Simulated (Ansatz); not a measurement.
Born–Oppenheimer molecular dynamics of FH$_{5}$W (7 atoms, charge 0, multiplicity 1). It starts from a relaxed structure.

Level of theory: Ansatz, RKS BHLYP/def2-SVP.

| Quantity | Value |
| --- | --- |
| ensemble | NVE (velocity Verlet) |
| time step | 0.5 fs |
| steps asked | 500 |
| starting velocities drawn for | 400 K |
| seed | 882786 |

Frames 10 fs apart, positions in Å, forces in eV/Å.

Velocities at 70 fs (Å/ps):

```
W 0.97 0.85 -0.81
F -3.91 -3.78 3.68
H 15.57 3.83 -21.05
H -57.02 -9.54 32.92
H -19.52 -45.22 25.67
H -46.97 -12.18 31.52
H 4.20 -20.76 9.45
```

```xyz
7
Properties=species:S:1:pos:R:3:forces:R:3 time_fs=70 energy_less_start_eV=-0.438 T=1078
W -0.017 0.006 0.495 1.06 0.26 1.39
F 0.125 -0.049 2.425 -0.84 0.42 -1.91
H 1.217 1.141 0.116 -0.02 -1.12 -0.21
H -0.171 1.257 -0.652 -0.68 0.00 0.36
H -1.185 -0.222 -0.741 -0.31 0.30 0.66
H -0.324 -1.623 0.230 0.38 0.14 -0.54
H 1.167 -0.793 -0.349 0.42 0.01 0.26
7
Properties=species:S:1:pos:R:3:forces:R:3 time_fs=80 energy_less_start_eV=-0.870 T=1746
W -0.005 0.013 0.493 -1.40 -0.36 3.52
F 0.067 -0.073 2.401 -0.16 0.68 -2.36
H 1.292 0.751 -0.236 -0.02 0.52 -0.49
H -0.971 1.291 -0.293 1.17 -0.61 0.27
H -1.447 -0.463 -0.233 0.06 0.39 -0.08
H -0.486 -1.538 0.271 0.44 -0.53 -0.42
H 1.212 -0.940 -0.131 -0.10 -0.10 -0.44
7
Properties=species:S:1:pos:R:3:forces:R:3 time_fs=90 energy_less_start_eV=-0.457 T=1108
W 0.003 0.013 0.506 -0.34 -4.25 -1.66
F 0.003 -0.062 2.281 0.88 0.75 2.22
H 1.076 0.605 -0.776 -0.63 0.82 0.86
H -1.039 1.200 0.061 0.25 1.32 -1.09
H -1.611 -0.340 0.279 0.15 -0.08 -0.46
H -0.254 -1.607 -0.014 -0.16 0.77 0.38
H 1.180 -1.031 -0.187 -0.15 0.67 -0.25
7
Properties=species:S:1:pos:R:3:forces:R:3 time_fs=100 energy_less_start_eV=-0.549 T=1250
W 0.006 0.001 0.510 -2.11 1.46 -4.07
F -0.019 -0.017 2.265 1.26 0.13 3.70
H 0.547 1.125 -0.697 1.10 -0.11 0.64
H -0.575 1.516 -0.156 -0.47 -1.15 0.29
H -1.654 -0.242 0.367 0.24 0.00 -0.52
H -0.253 -1.486 -0.142 -0.46 -0.41 -0.08
H 1.159 -0.696 -0.493 0.45 0.08 0.04
7
Properties=species:S:1:pos:R:3:forces:R:3 time_fs=110 energy_less_start_eV=-0.630 T=1375
W 0.001 -0.010 0.497 -0.78 2.89 1.27
F 0.015 0.037 2.400 0.32 -0.39 -1.92
H 0.742 1.487 -0.057 0.16 -1.22 -0.20
H -0.511 1.428 -0.324 -0.30 -0.37 0.82
H -1.577 -0.150 -0.006 -0.01 0.01 -0.16
H -0.459 -1.451 -0.235 0.94 -0.27 -0.32
H 1.299 -0.251 -0.617 -0.33 -0.65 0.50
7
Properties=species:S:1:pos:R:3:forces:R:3 time_fs=120 energy_less_start_eV=-0.543 T=1240
W -0.009 -0.010 0.489 1.60 -1.18 3.08
F 0.066 0.071 2.459 -0.51 -0.89 -3.09
H 1.240 1.113 0.453 -0.68 0.48 -0.71
H -0.798 1.270 -0.070 -0.04 1.44 -0.51
H -1.399 -0.062 -0.488 0.10 -0.45 0.29
H 0.043 -1.474 -0.491 -0.34 0.88 0.61
H 1.369 -0.306 -0.427 -0.12 -0.29 0.34
7
Properties=species:S:1:pos:R:3:forces:R:3 time_fs=130 energy_less_start_eV=-0.488 T=1155
W -0.015 -0.008 0.498 0.84 1.51 1.84
F 0.093 0.062 2.374 -1.03 -0.95 -0.92
H 1.259 1.004 0.304 -0.06 0.79 -0.65
H -0.822 1.481 0.103 0.73 -0.67 -0.26
H -1.147 -0.317 -0.742 -0.29 0.01 0.39
H 0.355 -1.244 -0.545 -0.68 -1.05 -0.31
H 1.418 -0.629 -0.034 0.49 0.37 -0.09
7
Properties=species:S:1:pos:R:3:forces:R:3 time_fs=140 energy_less_start_eV=-0.541 T=1237
W -0.012 -0.002 0.510 2.12 0.74 -5.32
F 0.071 0.009 2.258 -0.69 -0.19 3.97
H 0.926 1.237 -0.302 -0.02 -1.04 0.85
H -0.491 1.534 -0.055 -0.74 -0.49 -0.19
H -1.205 -0.562 -0.601 -0.55 0.58 0.65
H 0.051 -1.398 -0.484 0.25 0.13 0.56
H 1.571 -0.587 0.372 -0.36 0.27 -0.53
7
Properties=species:S:1:pos:R:3:forces:R:3 time_fs=150 energy_less_start_eV=-0.936 T=1848
W -0.002 0.006 0.504 -0.59 -0.92 -0.15
F 0.015 -0.053 2.301 -0.04 0.75 1.06
H 0.824 1.054 -0.475 0.59 0.47 0.13
H -0.721 1.236 -0.384 -0.42 0.02 0.19
H -1.611 -0.383 0.015 0.75 -0.27 -0.42
H -0.143 -1.609 -0.054 0.28 0.65 -0.01
H 1.641 -0.406 0.238 -0.57 -0.69 -0.80
7
Properties=species:S:1:pos:R:3:forces:R:3 time_fs=160 energy_less_start_eV=-0.592 T=1316
W 0.008 0.013 0.494 -0.70 -0.32 2.18
F -0.042 -0.081 2.403 0.61 0.92 -1.89
H 1.011 1.068 -0.381 -0.49 0.23 -0.35
H -1.177 0.833 -0.521 1.23 0.38 0.71
H -1.571 -0.425 0.329 -0.22 -0.62 -0.60
H -0.092 -1.583 0.262 -0.31 -0.83 -0.59
H 1.206 -0.705 -0.483 -0.12 0.26 0.54
7
Properties=species:S:1:pos:R:3:forces:R:3 time_fs=170 energy_less_start_eV=-0.288 T=846
W 0.014 0.013 0.495 -0.92 -1.83 0.72
F -0.072 -0.066 2.422 0.71 0.38 -1.70
H 0.845 1.202 -0.483 -0.08 -0.80 0.32
H -1.040 0.995 -0.267 -0.75 0.48 0.05
H -1.387 -0.867 0.101 0.25 0.65 -0.15
H -0.194 -1.644 0.245 0.04 0.49 0.19
H 0.637 -0.839 -0.893 0.75 0.63 0.55
7
Properties=species:S:1:pos:R:3:forces:R:3 time_fs=180 energy_less_start_eV=-0.364 T=963
W 0.012 0.008 0.501 -2.12 -0.61 -0.23
F -0.065 -0.030 2.365 0.68 -0.06 0.19
H 0.795 0.971 -0.570 0.91 0.78 -0.20
H -1.108 1.263 0.204 -0.07 -0.65 -0.26
H -1.185 -0.886 -0.313 -0.35 0.67 0.49
H -0.280 -1.643 0.251 0.43 0.34 -0.23
H 0.803 -0.554 -0.891 0.52 -0.47 0.23
```

Of the whole run (250 fs, mean temperature of the second half 1273 K): The conserved energy stayed within 0.15 meV per atom of its start (net change 0.05 meV per atom), so the integration is sound. The kinetic energy rose, since the run started high on the potential surface and went downhill. A run of 0.25 ps of so small a system gives no equilibrium averages.

The run took 31 min on 1 thread of Intel(R) Xeon(R) Platinum 8259CL CPU @ 2.50GHz (Skylake/Cascade Lake), on a shared host, peak memory 0.15 GiB.
